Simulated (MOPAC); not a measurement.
MOPAC input (PM3):

```
PM3 FORCE THERMO(298,298) PRECISE LET UHF MS=0.5 GEO-OK AUX(PRECISION=9) THREADS=1
H4NO3Si

N    -0.35687966 1   -0.42035497 1    1.74381444 1
Si   -0.01158581 1   -0.01328775 1    0.05367081 1
O     1.59168268 1   -0.30526314 1   -0.38468121 1
O    -0.31277885 1    1.62789098 1   -0.19424516 1
O    -1.00538094 1   -0.95128015 1   -0.93429281 1
H    -1.25962163 1   -0.30246225 1    2.11824258 1
H     2.17390895 1   -0.69379721 1    0.24847838 1
H     0.22199854 1    2.07781798 1   -0.82917899 1
H    -0.73907597 1   -1.07274200 1   -1.83183013 1
```

Output:

```
 *******************************************************************************
 **                                                                           **
 **                              MOPAC v23.2.5                                **
 **                                                                           **
 *******************************************************************************
 ** MOPAC's Digital Object Identifier: https://doi.org/10.5281/zenodo.6511958 **
 **                                                                           **
 ** Please cite the open-source release paper for use of this MOPAC version:  **
 ** J. E. Moussa and J. J. P. Stewart (2026)                                  **
 ** MOPAC: An open-source semiempirical molecular orbital program             **
 ** J. Open Source Softw., 11(119), 8025, https://doi.org/10.21105/joss.08025 **
 *******************************************************************************

                              PM3 CALCULATION RESULTS

 *******************************************************************************
 *  PM3        - The PM3 Hamiltonian to be used
 *  GEO-OK     - OVERRIDE INTERATOMIC DISTANCE AND OTHER SAFETY CHECKS
 *  UHF        - UNRESTRICTED HARTREE-FOCK CALCULATION
 *  MS=        - IN MECI, MAGNETIC COMPONENT OF SPIN =  0.5
 *  LET        - OVERRIDE SOME SAFETY CHECKS
 *  PRECISE    - TIGHTER CRITERIA TO BE USED
 *  FORCE      - FORCE CALCULATION SPECIFIED
 *  AUX        - OUTPUT AUXILIARY INFORMATION
 *  THERMO     - THERMODYNAMIC QUANTITIES TO BE CALCULATED
 *******************************************************************************
PM3 FORCE THERMO(298,298) PRECISE LET UHF MS=0.5 GEO-OK AUX(PRECISION=9) THREADS=1
 H4NO3Si

   ATOM   CHEMICAL          X               Y               Z
  NUMBER   SYMBOL      (ANGSTROMS)     (ANGSTROMS)     (ANGSTROMS)

     1       N         -0.35687966  *  -0.42035497  *   1.74381444  *
     2      Si         -0.01158581  *  -0.01328775  *   0.05367081  *
     3       O          1.59168268  *  -0.30526314  *  -0.38468121  *
     4       O         -0.31277885  *   1.62789098  *  -0.19424516  *
     5       O         -1.00538094  *  -0.95128015  *  -0.93429281  *
     6       H         -1.25962163  *  -0.30246225  *   2.11824258  *
     7       H          2.17390895  *  -0.69379721  *   0.24847838  *
     8       H          0.22199854  *   2.07781798  *  -0.82917899  *
     9       H         -0.73907597  *  -1.07274200  *  -1.83183013  *

          CARTESIAN COORDINATES

    NO.       ATOM           X           Y           Z

     1         N         -0.3569     -0.4204      1.7438
     2        Si         -0.0116     -0.0133      0.0537
     3         O          1.5917     -0.3053     -0.3847
     4         O         -0.3128      1.6279     -0.1942
     5         O         -1.0054     -0.9513     -0.9343
     6         H         -1.2596     -0.3025      2.1182
     7         H          2.1739     -0.6938      0.2485
     8         H          0.2220      2.0778     -0.8292
     9         H         -0.7391     -1.0727     -1.8318

  H: (PM3): J. J. P. STEWART, J. COMP. CHEM. 10, 209 (1989).
  N: (PM3): J. J. P. STEWART, J. COMP. CHEM. 10, 209 (1989).
  O: (PM3): J. J. P. STEWART, J. COMP. CHEM. 10, 209 (1989).
 Si: (PM3): J. J. P. STEWART, J. COMP. CHEM. 10, 209 (1989).
[...]
 FORCE CONSTANT      1.5408

 VIBRATION         17   17A          ATOM PAIR     ENERGY CONTRIBUTION    RADIAL
 FREQUENCY          1030.64         N 1 -- Si2         +20.6% ( 53.1%)     89.9%
 TRANSITION DIPOLE   1.2586         Si2 -- O 3         +17.3% ( 48.6%)     66.0%
 TRAVEL (Ang.)       0.1555         O 4 -- H 8         +16.5% ( 47.4%)      6.8%
 REDUCED MASS        2.7063         O 5 -- H 9         +13.7% ( 43.3%)      4.6%
 EFFECTIVE MASS     10.3117         Si2 -- O 4         +11.9% ( 40.4%)      6.5%
 FORCE CONSTANT      1.6937         Si2 -- O 5         +10.9% ( 38.6%)      0.5%

 VIBRATION         18   18A          ATOM PAIR     ENERGY CONTRIBUTION    RADIAL
 FREQUENCY          3523.97         N 1 -- H 6         +99.5% (100.0%)    100.0%
 TRANSITION DIPOLE   0.2251         N 1 -- Si2          +0.5% (  7.3%)     28.2%
 TRAVEL (Ang.)       0.1427
 REDUCED MASS        0.9403
 EFFECTIVE MASS      1.4083
 FORCE CONSTANT      6.8796

 VIBRATION         19   19A          ATOM PAIR     ENERGY CONTRIBUTION    RADIAL
 FREQUENCY          3931.28         O 4 -- H 8         +97.0% ( 98.7%)     99.9%
 TRANSITION DIPOLE   0.2948         O 5 -- H 9          +2.6% ( 16.1%)     99.9%
 TRAVEL (Ang.)       0.1380         Si2 -- O 4          +0.4% (  6.2%)     23.6%
 REDUCED MASS        0.9003
 EFFECTIVE MASS      1.3873
 FORCE CONSTANT      8.1977

 VIBRATION         20   20A          ATOM PAIR     ENERGY CONTRIBUTION    RADIAL
 FREQUENCY          3933.40         O 5 -- H 9         +97.0% ( 98.7%)     99.9%
 TRANSITION DIPOLE   0.3495         O 4 -- H 8          +2.6% ( 16.1%)     99.9%
 TRAVEL (Ang.)       0.1380         Si2 -- O 5          +0.4% (  6.2%)     24.0%
 REDUCED MASS        0.9005
 EFFECTIVE MASS      1.3878
 FORCE CONSTANT      8.2086

 VIBRATION         21   21A          ATOM PAIR     ENERGY CONTRIBUTION    RADIAL
 FREQUENCY          3938.21         O 3 -- H 7         +99.6% (100.0%)     99.9%
 TRANSITION DIPOLE   0.3808         Si2 -- O 3          +0.4% (  6.3%)     25.9%
 TRAVEL (Ang.)       0.1344
 REDUCED MASS        0.9480
 EFFECTIVE MASS      1.3875
 FORCE CONSTANT      8.6623

      SYMMETRY NUMBER FOR POINT-GROUP C1  =  1

          SYSTEM IS A GROUND STATE

 H4NO3Si

          MOLECULE IS NOT LINEAR

          THERE ARE 21 GENUINE VIBRATIONS IN THIS SYSTEM
          THIS THERMODYNAMICS CALCULATION IS LIMITED TO
          MOLECULES WHICH HAVE NO INTERNAL ROTATIONS

                    CALCULATED THERMODYNAMIC PROPERTIES
                                          *
   TEMP. (K)   PARTITION FUNCTION   H.O.F.    ENTHALPY  HEAT CAPACITY ENTROPY
                                   KCAL/MOL   CAL/MOLE    CAL/K/MOL  CAL/K/MOL

 298.00  VIB.     0.8256D+02                  3301.3425    20.0464    19.8489
         ROT.     0.1194D+06                   888.2803     2.9808    26.2120
         INT.     0.9859D+07                  4189.6228    23.0272    46.0609
         TRA.     0.8828D+27                  1480.4672     4.9680    39.5352
         TOT.                     -220.097    5670.0900    27.9952    85.5961

   *: NOTE: HEATS OF FORMATION ARE RELATIVE TO THE
            ELEMENTS IN THEIR STANDARD STATE AT 298K
              (=  Standard Enthalpy of Formation).

            Hvib:  Zero-point energy is not included.
                   frequencies of less than zero cm-1 are not included.
            Hrot = (3/2)RT
            Htra = (3/2)RT + pV = (5/2)RT

            Heat capacity is Cp, not Cv

          For more information, see: HTTP://OpenMOPAC.net/Manual/thermochemistry.html

           FORCE CONSTANT IN CARTESIAN COORDINATES (Millidynes/A)

    ATOM   CHEMICAL       X               Y               Z
   NUMBER   SYMBOL  FORCE CONSTANT  FORCE CONSTANT  FORCE CONSTANT

      1       N        6.152368        5.607420        0.293292
      2      Si        7.413698        7.431930        7.375175
      3       O        4.559370        9.637544        0.279921
      4       O        7.172188        2.347359        4.895632
      5       O        8.264322        1.754245        4.393190
      6       H        2.285263        5.038470        0.016558
      7       H        3.324382        5.842410        0.046520
      8       H        6.397148        0.997099        1.780029
      9       H        7.475414        0.444289        1.261689

 **********************
 *                    *
 * JOB ENDED NORMALLY *
 *                    *
 **********************

 == MOPAC DONE ==
```
